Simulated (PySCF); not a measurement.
Bonding in `CC(C)(CN)CS[SiH3]`

C₅H₁₅NSSi.
SMILES with atom numbers: `[CH3:1][C:2]([CH3:3])([CH2:4][NH2:5])[CH2:6][S:7][SiH3:8]` (hydrogens: H9, H10, H11 on C1; H12, H13, H14 on C3; H15, H16 on C4; H17, H18 on N5; H19, H20 on C6; H21, H22, H23 on Si8)

Geometry (GFN2-xTB, Å), atoms numbered from 1 in this order:
```
atom  x, y, z in Å
C1    -1.676   -1.030    0.598
C2    -0.683   -0.113   -0.121
C3    -0.892   -0.214   -1.632
C4    -0.881    1.334    0.367
N5    -2.247    1.789    0.160
C6     0.732   -0.569    0.237
S7     2.038    0.450   -0.553
Si8    3.762   -0.590    0.160
H9    -1.478   -1.047    1.667
H10   -2.682   -0.654    0.443
H11   -1.608   -2.045    0.214
H12   -0.670   -1.223   -1.974
H13   -0.233    0.477   -2.153
H14   -1.923    0.012   -1.891
H15   -0.131    1.971   -0.127
H16   -0.690    1.366    1.444
H17   -2.379    2.692    0.602
H18   -2.427    1.910   -0.831
H19    0.886   -1.598   -0.089
H20    0.888   -0.508    1.314
H21    3.750   -0.546    1.619
H22    4.870    0.137   -0.427
H23    3.670   -1.975   -0.293
```

Bond orders from the PBE0/pcSseg-1 density (PySCF). One conformer (not necessarily the lowest) at the GFN2-xTB geometry, without solvent, vibrations or thermal averaging.

Problem. How far do the computed orders between heavy atoms stray from the drawn ones?

Solution. The largest departure is 0.037, at S7–Si8 (drawn single, 0.963) and C4–N5 (drawn single, 1.035).

Problem. Set the Mayer orders of the bonds beside their lengths.

Solution. 
```tsv
bond	drawn as	length (Å)	Mayer order
C1–C2	single	1.531	1.015
C2–C3	single	1.529	1.002
C2–C4	single	1.540	0.972
C4–N5	single	1.455	1.035
C2–C6	single	1.530	1.008
C6–S7	single	1.835	0.995
S7–Si8	single	2.136	0.963
C1–H9	single	1.087	0.962
C1–H10	single	1.086	0.950
C1–H11	single	1.088	0.962
C3–H12	single	1.088	0.963
C3–H13	single	1.088	0.955
C3–H14	single	1.087	0.960
C4–H15	single	1.102	0.939
C4–H16	single	1.094	0.945
N5–H17	single	1.014	0.953
N5–H18	single	1.014	0.949
C6–H19	single	1.090	0.933
C6–H20	single	1.091	0.931
Si8–H21	single	1.460	0.920
Si8–H22	single	1.450	0.947
Si8–H23	single	1.460	0.920
```

Bonds between the same two heavy elements. C–C: lowest C2–C4 (0.972, 1.540 Å), highest C1–C2 (1.015, 1.531 Å).

Problem. Sum the orders of all bonds at each heavy atom with more than one neighbour and set the sums beside the valence in the SMILES.

Solution. C1 3.889 (drawn 4), C2 3.997 (drawn 4), C3 3.880 (drawn 4), C4 3.891 (drawn 4), N5 2.937 (drawn 3), C6 3.867 (drawn 4), S7 1.958 (drawn 2), Si8 3.750 (drawn 4). Orders between atoms that aren't bonded are not in these sums.

For a closed shell the Mayer order of atoms A and B is Σ (PS)μν (PS)νμ over the basis functions μ on A and ν on B, with P the density and S the overlap matrix.
